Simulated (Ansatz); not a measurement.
Process, species as SMILES: [Ge]=[S] (S-Ge) (closed-shell singlet) → Ge atom + S atom
B3LYP-D3(BJ)/def2-TZVP geometries, fixed; electronic energies without zero-point terms.

Basis-set convergence of the atomisation energy at MP2 with Ansatz (an electronic-structure program). Cartesian d functions, on some or all atoms, in 3-21G, 6-31G, 6-31G**; all else is spherical. Cores are frozen (with 3d on Ga to Br). Open shells are unrestricted. No added dispersion term, no relativity. Functions are those of the species that has most. Reference: Hartree-Fock in aug-cc-pV(5+d)Z plus the correlation part extrapolated as X^-3 from aug-cc-pV(Q+d)Z and aug-cc-pV(5+d)Z, 138.56 kcal/mol, itself unsure by roughly 0.54 kcal/mol (a third of the extrapolation step and of the last Hartree-Fock step). Deviations are taken from unrounded values.

| basis | functions | atomisation energy (kcal/mol) | minus reference (kcal/mol) |
|---|---|---|---|
| STO-3G | 27 | 142.86 | 4.30 |
| pcseg-0 | 35 | 92.84 | -45.72 |
| 3-21G | 36 | 100.48 | -38.08 |
| 6-31G | 42 | 96.15 | -42.41 |
| pcseg-1 | 45 | 120.36 | -18.20 |
| def2-SVP | 50 | 121.54 | -17.02 |
| 6-31G** | 54 | 119.64 | -18.92 |
| aug-pcseg-1 | 63 | 122.45 | -16.11 |
| def2-SVPD | 65 | 123.75 | -14.81 |
| pcseg-2 | 77 | 128.66 | -9.90 |
| def2-TZVPP | 90 | 130.95 | -7.61 |
| def2-TZVPD | 100 | 131.66 | -6.90 |
| cc-pV(Q+d)Z | 132 | 134.67 | -3.89 |
| pcseg-3 | 132 | 134.14 | -4.42 |
| def2-QZVP | 145 | 134.68 | -3.88 |
| def2-QZVPP | 159 | 134.76 | -3.80 |
| aug-pcseg-3 | 182 | 134.74 | -3.82 |
| aug-cc-pV(5+d)Z | 276 | 136.95 | -1.61 |
